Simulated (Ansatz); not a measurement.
AlF3 (SMILES [F][Al]([F])[F]), singlet, at a GFN2-xTB geometry (such geometries of metal compounds can be far from the true shape); Ansatz (a program for electronic structure) with R2SCAN/def2-TZVPPD.

Here is a job for Ansatz.
Ansatz 0.2 input:
```yaml
crystal:
  periodic: [false, false, false]
  atoms:
    - {symbol: Al, position_ang: [0.00000000, -0.00000000, -0.00000000]}
    - {symbol: F, position_ang: [-0.02093275, 1.63085400, 0.03791596]}
    - {symbol: F, position_ang: [1.42318261, -0.79710311, -0.02717492]}
    - {symbol: F, position_ang: [-1.40224986, -0.83375089, -0.01074104]}
basis:
  gaussian:
    orbitals: def2-TZVPPD.json
hamiltonian:
  xc: r2scan
```
The basis file holds def2-TZVPPD in the JSON format of the Basis Set Exchange.

It wrote (shortened):

```
Functional definition: r2SCAN
892 factors; their error is unknown
mean field evaluation 1: about -14747.4855 eV, gradient 6.8e1 eV
mean field evaluation 2: about -14729.2958 eV, gradient 1.3e2 eV
mean field evaluation 4: about -14753.7827 eV, gradient 1.2e0 eV
mean field evaluation 8: about -14753.7827 eV, gradient 3.3e-2 eV
mean field -14753.78267718 eV, -542.1915129133 hartree, gradient 2.7e-5 eV, S^2 0.000000; 0 other end points of the search recorded, 0 dependent functions left out
reference -14753.78269580 eV, -542.1915135977 hartree; 20, 20 occupied and 148, 148 virtual orbitals, 892 factors
Total energy: -14753.78269580 eV, -542.1915135977 hartree
```
